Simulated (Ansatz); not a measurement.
A nudged elastic band was laid between two geometries of C₂H₈AlClSi₂ (14 atoms, charge 0, multiplicity 1).

The calculation used Ansatz 0.2.0, RKS LDA/STO-3G.

```
movable images  : 5
climbing image  : yes
spring          : 5.0 eV/Å²
optimiser       : quadratic models (default)
start path      : through a guess of the saddle point
force threshold : 0.05 eV/Å
iteration limit : 60
end points      : relaxed
```

Initial state:

```xyz
14
Properties=species:S:1:pos:R:3
Si 0.719 -2.752 -0.214
C 0.309 -0.947 -0.089
C -0.898 -0.440 0.233
Cl -2.211 -1.670 0.565
Al -1.364 1.404 0.379
Si 0.332 2.865 -0.061
H -0.106 -3.379 -1.229
H 2.115 -2.894 -0.579
H 0.491 -3.401 1.062
H 1.103 -0.207 -0.289
H -2.773 1.760 0.769
H 1.481 2.640 0.798
H 0.825 2.733 -1.421
H -0.035 4.258 0.105
```

Final state:

```xyz
14
Properties=species:S:1:pos:R:3
Si 0.638 -1.817 -0.092
C -0.665 -0.906 -1.016
C -1.751 -0.485 -0.010
Cl -2.417 -1.737 1.203
Al -0.226 0.598 0.058
Si 1.002 2.483 0.338
H 0.345 -3.014 0.677
H 1.912 -1.924 -0.778
H 0.830 -0.747 0.976
H -0.925 -1.191 -2.039
H -2.644 -0.065 -0.505
H 2.265 2.188 0.986
H 1.308 3.125 -0.928
H 0.315 3.462 1.158
```

(1) Which bonds break or form, and what moves?

(2) What energy profile does the band end with?

(3) What is the geometry of the highest image?

The band took 37 iterations and about 11 core-minutes.

## Answers

(1) Bonds broken: Al5–H11. Bonds formed: Si1–Al5, C2–Al5, C3–H11.

(2) The run converged. The highest image is number 3 of 0 to 6, 2.51 eV above the first end and 2.20 eV above the last; the last end lies 0.30 eV above the first. Neighbouring images differ by up to 1.8 eV, so the band resolves the path poorly. A vibrational analysis at the climbing image gives one clearly imaginary mode, 804i cm⁻¹: a first-order saddle point. The orbitals stay closed-shell, which can raise the energy where a bond breaks towards radicals; this wasn't checked here. Limits of this set-up: minimal basis.

```tsv
image	path coordinate (Å)	energy (eV)	Al5–H11 (Å)	Si1–Al5 (Å)	C2–Al5 (Å)
0	0.00	0.00	1.51	4.69	2.92
1	2.32	0.06	1.51	4.70	2.95
2	4.63	0.84	1.49	4.32	2.69
3	6.95	2.51	1.59	3.26	1.96
4	7.98	0.66	2.29	2.99	1.89
5	9.00	0.36	2.56	2.87	1.87
6	10.03	0.30	2.57	2.57	1.90
```

(3) 
```xyz
14
Properties=species:S:1:pos:R:3
Si 0.800 -2.146 -0.130
C -0.563 -0.998 -0.673
C -1.440 -0.586 0.456
Cl -3.005 -1.401 0.894
Al -0.463 0.861 -0.074
Si 0.815 2.688 0.298
H 0.348 -3.520 -0.008
H 1.873 -2.104 -1.107
H 1.323 -1.708 1.150
H -1.015 -1.314 -1.628
H -2.037 0.856 -0.296
H 1.948 2.376 1.150
H 1.343 3.221 -0.943
H 0.061 3.747 0.940
```

Time of the run: 11 min on 1 thread of Intel(R) Xeon(R) Platinum 8259CL CPU @ 2.50GHz (Skylake/Cascade Lake), with other jobs on the host, peak memory 0.24 GiB.
